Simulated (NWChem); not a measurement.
System: BeHSeBr; SMILES [SeH][Be][Br]

The following NWChem deck was run.

```
start job
memory heap 200 mb stack 900 mb global 1100 mb
geometry units angstroms noautoz
  Be    -0.005415     0.047520     0.002771
  Br    -0.099692    -1.911029     0.003328
  Se     0.128025     2.071089     0.002306
  H     -1.343215     2.172146    -0.003578
end
basis spherical
  * library def2-svp
end
dft
  xc b3lyp
  iterations 150
  vectors input atomic output neutral.movecs
end
task dft energy
charge 1
dft
  odft
  mult 2
  vectors input atomic output cation.movecs
end
task dft energy
```

NWChem printed, in part:

```
             Northwest Computational Chemistry Package (NWChem) 7.3.0
             --------------------------------------------------------

 CS  symmetry detected

                             Geometry "geometry" -> ""
                             -------------------------

 Output coordinates in angstroms (scale by  1.889725989 to convert to a.u.)

  No.       Tag          Charge          X              Y              Z
 ---- ---------------- ---------- -------------- -------------- --------------
    1 Be                   4.0000     0.00303935    -0.03200307     0.00000000
    2 Br                  35.0000     0.01149246    -1.99280169     0.00000000
    3 Se                  34.0000     0.03028949     1.99577783     0.00000000
    4 H                    1.0000    -1.44423605     2.01962523     0.00000000

 Effective nuclear repulsion energy (a.u.)     248.5323227429

      Symmetry information
      --------------------

 Group name             Cs
 Group number              2
 Group order               2
 No. of unique centers     4

                                 NWChem DFT Module
                                 -----------------

 Summary of "ao basis" -> "ao basis" (spherical)
 ------------------------------------------------------------------------------
       Tag                 Description            Shells   Functions and Types
 ---------------- ------------------------------  ------  ---------------------
 Be                         def2-svp                 5        9   3s2p
 Br                         def2-svp                12       32   5s4p3d
 Se                         def2-svp                12       32   5s4p3d
 H                          def2-svp                 3        5   2s1p

      Symmetry analysis of basis
      --------------------------

        a'         55
        a"         23

            General Information
            -------------------
          SCF calculation type: DFT
          Wavefunction type:  closed shell.
          No. of atoms     :     4
          No. of electrons :    74
           Alpha electrons :    37
            Beta electrons :    37
          Charge           :     0
          Spin multiplicity:     1
          Use of symmetry is: on ; symmetry adaption is: on
          Maximum number of iterations: 150
          AO basis - number of functions:    78
                     number of shells:    32
          Convergence on energy requested:  1.00D-06
          Convergence on density requested:  1.00D-05
          Convergence on gradient requested:  5.00D-04

              XC Information
              --------------
                         B3LYP Method XC Potential
                     Hartree-Fock (Exact) Exchange  0.200
                        Slater Exchange Functional  0.800 local
                    Becke 1988 Exchange Functional  0.720 non-local
              Lee-Yang-Parr Correlation Functional  0.810
                  VWN I RPA Correlation Functional  0.190 local

             Grid Information
             ----------------
          Grid used for XC integration:  medium
          Radial quadrature: Mura-Knowles
          Angular quadrature: Lebedev.
          Tag              B.-S. Rad. Rad. Pts. Rad. Cut. Ang. Pts.
          ---              ---------- --------- --------- ---------
          Be                  1.05       49           8.0       434
          Br                  1.15      112          11.0       590
          Se                  1.15      112          11.0       590
          H                   0.35       45          11.0       434
          Grid pruning is: on
          Number of quadrature shells:   318
          Spatial weights used:  Erf1

      Superposition of Atomic Density Guess
      -------------------------------------

 Sum of atomic energies:       -4986.65059964

      Non-variational initial energy
      ------------------------------

 Total energy =   -4987.358667
 1-e energy   =   -7439.826700
 2-e energy   =    2203.935710
 HOMO         =      -0.308274
 LUMO         =       0.015509

      Symmetry analysis of molecular orbitals - initial
      -------------------------------------------------

  Numbering of irreducible representations:

     1 a'          2 a"

  Orbital symmetries:

     1 a'          2 a'          3 a'          4 a'          5 a'
     6 a'          7 a"          8 a'          9 a'         10 a"
    11 a'         12 a'         13 a'         14 a'         15 a"
    16 a'         17 a'         18 a"         19 a'         20 a'
    21 a'         22 a"         23 a"         24 a'         25 a'
    26 a'         27 a"         28 a'         29 a"         30 a'
    31 a'         32 a'         33 a'         34 a"         35 a'
    36 a'         37 a"         38 a'         39 a'         40 a"
    41 a'         42 a'         43 a'         44 a"         45 a'
    46 a'         47 a'

   convergence    iter        energy       DeltaE   RMS-Dens  Diis-err
 ---------------- ----- ----------------- --------- --------- ---------
 d= 0,ls=0.0,diis     1  -4990.5600242761 -5.24D+03  1.24D-02  4.01D-01
 d= 0,ls=0.0,diis     2  -4990.5768991677 -1.69D-02  6.90D-03  2.66D-01
 d= 0,ls=0.0,diis     3  -4990.6071778369 -3.03D-02  2.12D-03  2.12D-02
 d= 0,ls=0.0,diis     4  -4990.6104950594 -3.32D-03  4.37D-04  8.72D-04
 d= 0,ls=0.0,diis     5  -4990.6106463561 -1.51D-04  8.55D-05  4.49D-05
  Resetting Diis
 d= 0,ls=0.0,diis     6  -4990.6106547435 -8.39D-06  1.48D-05  8.41D-07
 d= 0,ls=0.0,diis     7  -4990.6106548911 -1.48D-07  7.39D-06  1.02D-07

         Total DFT energy =    -4990.610654891059
      One electron energy =    -7441.482123424215
           Coulomb energy =     2384.181823513951
    Exchange-Corr. energy =     -181.842677723711
 Nuclear repulsion energy =      248.532322742917

 Numeric. integr. density =       73.999993644037

                  Occupations of the irreducible representations
                  ----------------------------------------------

                     irrep           alpha         beta
                     --------     --------     --------
                     a'               27.0         27.0
                     a"               10.0         10.0

                       DFT Final Molecular Orbital Analysis
                       ------------------------------------

 Vector   35  Occ=2.000000D+00  E=-3.172941D-01  Symmetry=a"
              MO Center=  1.0D-02, -1.7D+00, -3.3D-13, r^2= 2.1D+00
   Bfn.  Coefficient  Atom+Function         Bfn.  Coefficient  Atom+Function
  ----- ------------  ---------------      ----- ------------  ---------------
    26      0.547820  2 Br pz                23      0.505825  2 Br pz
    20     -0.335564  2 Br pz                 6     -0.151417  1 Be pz
    17      0.109064  2 Br pz                55      0.087380  3 Se pz
     9      0.067948  1 Be pz                58      0.068049  3 Se pz
    52     -0.053905  3 Se pz                38      0.029977  2 Br d -1

 Vector   36  Occ=2.000000D+00  E=-3.153228D-01  Symmetry=a'
              MO Center=  3.3D-02, -1.7D+00, -1.8D-15, r^2= 2.4D+00
   Bfn.  Coefficient  Atom+Function         Bfn.  Coefficient  Atom+Function
  ----- ------------  ---------------      ----- ------------  ---------------
    24      0.557574  2 Br px                21      0.507292  2 Br px
    18     -0.337109  2 Br px                 4     -0.117602  1 Be px
    15      0.109570  2 Br px                54     -0.085210  3 Se py
    57     -0.077659  3 Se py                46     -0.069765  3 Se s
    56     -0.068817  3 Se px                45     -0.068117  3 Se s

 Vector   37  Occ=2.000000D+00  E=-2.599270D-01  Symmetry=a"
              MO Center=  5.4D-03,  1.6D+00,  5.6D-15, r^2= 2.7D+00
   Bfn.  Coefficient  Atom+Function         Bfn.  Coefficient  Atom+Function
  ----- ------------  ---------------      ----- ------------  ---------------
    58      0.569093  3 Se pz                55      0.478602  3 Se pz
    52     -0.306206  3 Se pz                26     -0.180640  2 Br pz
    23     -0.130387  2 Br pz                 6     -0.124465  1 Be pz
    49      0.099441  3 Se pz                20      0.088451  2 Br pz
     9      0.059148  1 Be pz                70     -0.032387  3 Se d -1

 Vector   38  Occ=0.000000D+00  E=-4.029856D-02  Symmetry=a'
              MO Center=  8.4D-02,  2.9D-01,  2.4D-15, r^2= 4.1D+00
   Bfn.  Coefficient  Atom+Function         Bfn.  Coefficient  Atom+Function
  ----- ------------  ---------------      ----- ------------  ---------------
    75     -0.575281  4 H  s                  4      0.545376  1 Be px
     7     -0.493187  1 Be px                46      0.423041  3 Se s
    24      0.316229  2 Br px                56     -0.239705  3 Se px
    74     -0.236340  4 H  s                  3     -0.228190  1 Be s
    21      0.161822  2 Br px                45      0.154552  3 Se s

 Vector   39  Occ=0.000000D+00  E=-1.837045D-02  Symmetry=a'
              MO Center= -6.2D-01,  2.9D-01, -1.2D-14, r^2= 5.8D+00
   Bfn.  Coefficient  Atom+Function         Bfn.  Coefficient  Atom+Function
  ----- ------------  ---------------      ----- ------------  ---------------
     3      1.235738  1 Be s                 46     -0.583029  3 Se s
    57      0.367569  3 Se py                56      0.332032  3 Se px
    75      0.320356  4 H  s                 25     -0.301321  2 Br py
    14     -0.293120  2 Br s                 45     -0.280982  3 Se s
    13     -0.229588  2 Br s                  7     -0.208754  1 Be px

 Vector   40  Occ=0.000000D+00  E=-1.362809D-02  Symmetry=a"
              MO Center=  2.7D-03,  4.0D-02, -5.1D-15, r^2= 3.9D+00
   Bfn.  Coefficient  Atom+Function         Bfn.  Coefficient  Atom+Function
  ----- ------------  ---------------      ----- ------------  ---------------
     6      0.610631  1 Be pz                 9     -0.580216  1 Be pz
    58      0.394688  3 Se pz                26      0.340433  2 Br pz
    55      0.192231  3 Se pz                23      0.179764  2 Br pz
    52     -0.122980  3 Se pz                20     -0.118260  2 Br pz
    38     -0.084868  2 Br d -1              70      0.079399  3 Se d -1

     Multipole analysis of the density
     ---------------------------------

     L   x y z        total         alpha         beta         nuclear
     -   - - -        -----         -----         ----         -------
     0   0 0 0     -0.000000    -37.000000    -37.000000     74.000000

     1   1 0 0     -0.237292     -0.118646     -0.118646     -0.000000
     1   0 1 0      0.126425      0.063212      0.063212     -0.000000
     1   0 0 1     -0.000000     -0.000000     -0.000000      0.000000

     2   2 0 0    -29.751373    -18.663998    -18.663998      7.576623
     2   1 1 0     -1.190439      2.374914      2.374914     -5.940266
     2   1 0 1     -0.000000     -0.000000     -0.000000      0.000000
     2   0 2 0    -33.971061   -514.262347   -514.262347    994.553634
     2   0 1 1      0.000000      0.000000      0.000000      0.000000
     2   0 0 2    -32.838911    -16.419455    -16.419455      0.000000

                                 NWChem DFT Module
                                 -----------------

      Symmetry analysis of basis
      --------------------------

        a'         55
        a"         23

            General Information
            -------------------
          SCF calculation type: DFT
          Wavefunction type:  spin polarized.
          No. of atoms     :     4
          No. of electrons :    73
           Alpha electrons :    37
            Beta electrons :    36
          Charge           :     1
          Spin multiplicity:     2
          Use of symmetry is: on ; symmetry adaption is: on
          Maximum number of iterations: 150
          AO basis - number of functions:    78
                     number of shells:    32
          Convergence on energy requested:  1.00D-06
          Convergence on density requested:  1.00D-05
          Convergence on gradient requested:  5.00D-04

              XC Information
              --------------
                         B3LYP Method XC Potential
                     Hartree-Fock (Exact) Exchange  0.200
                        Slater Exchange Functional  0.800 local
                    Becke 1988 Exchange Functional  0.720 non-local
              Lee-Yang-Parr Correlation Functional  0.810
                  VWN I RPA Correlation Functional  0.190 local

             Grid Information
             ----------------
          Grid used for XC integration:  medium
          Radial quadrature: Mura-Knowles
          Angular quadrature: Lebedev.
          Tag              B.-S. Rad. Rad. Pts. Rad. Cut. Ang. Pts.
          ---              ---------- --------- --------- ---------
          Be                  1.05       49           8.0       434
          Br                  1.15      112          11.0       590
          Se                  1.15      112          11.0       590
          H                   0.35       45          11.0       434
          Grid pruning is: on
          Number of quadrature shells:   318
          Spatial weights used:  Erf1

      Superposition of Atomic Density Guess
      -------------------------------------

 Sum of atomic energies:       -4986.65059964

 Renormalizing density from      74.00 to     73

      Non-variational initial energy
      ------------------------------

 Total energy =   -4945.983826
 1-e energy   =   -7339.288501
 2-e energy   =    2144.772352
 HOMO         =      -0.615585
 LUMO         =      -0.238151

   Symmetry analysis of molecular orbitals - initial alpha
   -------------------------------------------------------

  Numbering of irreducible representations:

     1 a'          2 a"

  Orbital symmetries:

     1 a'          2 a'          3 a'          4 a'          5 a'
     6 a'          7 a"          8 a'          9 a'         10 a"
    11 a'         12 a'         13 a'         14 a'         15 a"
    16 a'         17 a'         18 a"         19 a'         20 a'
    21 a'         22 a"         23 a"         24 a'         25 a'
    26 a'         27 a"         28 a'         29 a"         30 a'
    31 a'         32 a'         33 a'         34 a"         35 a'
    36 a'         37 a"         38 a'         39 a'         40 a"
    41 a'         42 a'         43 a'         44 a'         45 a"
    46 a'         47 a'

   Symmetry analysis of molecular orbitals - initial beta
   ------------------------------------------------------

  Numbering of irreducible representations:

     1 a'          2 a"

  Orbital symmetries:

     1 a'          2 a'          3 a'          4 a'          5 a'
     6 a'          7 a"          8 a'          9 a'         10 a"
    11 a'         12 a'         13 a'         14 a'         15 a"
    16 a'         17 a'         18 a"         19 a'         20 a'
    21 a'         22 a"         23 a"         24 a'         25 a'
    26 a'         27 a"         28 a'         29 a"         30 a'
    31 a'         32 a'         33 a'         34 a"         35 a'
    36 a'         37 a"         38 a'         39 a'         40 a"
    41 a'         42 a'         43 a'         44 a'         45 a"
    46 a'         47 a'

[...]
```

Level: B3LYP/def2-SVP, vertical spin-unrestricted ions. All runs use the structure optimised with PBE0/def2-SVP.
